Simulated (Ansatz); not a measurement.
Basis-set series for `[F][Sn]([F])([F])[SH]`. Charge 0, multiplicity 1. Sn takes the def2 core potential. All single points use the PBE0-D4/def2-TZVP geometry. It is one conformer, not always the lowest.

```json
{"functional": "PBE0-D4", "basis": "def2-TZVPP", "functions": "199", "energy (Eh)": "-912.48321", "HOMO (eV)": "-9.01", "LUMO (eV)": "-2.92"}
{"functional": "PBE0-D4", "basis": "def2-QZVPP", "functions": "353", "energy (Eh)": "-912.51650", "HOMO (eV)": "-9.02", "LUMO (eV)": "-2.95"}
{"functional": "ωB97M-V", "basis": "def2-TZVPP", "functions": "199", "energy (Eh)": "-912.76153", "HOMO (eV)": "-11.24", "LUMO (eV)": "-0.83"}
{"functional": "ωB97M-V", "basis": "def2-QZVPP", "functions": "353", "energy (Eh)": "-912.79306", "HOMO (eV)": "-11.26", "LUMO (eV)": "-0.94"}
```

(1) Give the rows for def2-SVP. (Estimate.)

Results:

(1) Computed: 
```tsv
functional	basis	functions	energy (Eh)	HOMO (eV)	LUMO (eV)
PBE0-D4	def2-SVP	91	-911.93752	-8.89	-2.75
ωB97M-V	def2-SVP	91	-912.20915	-11.09	-0.58
```
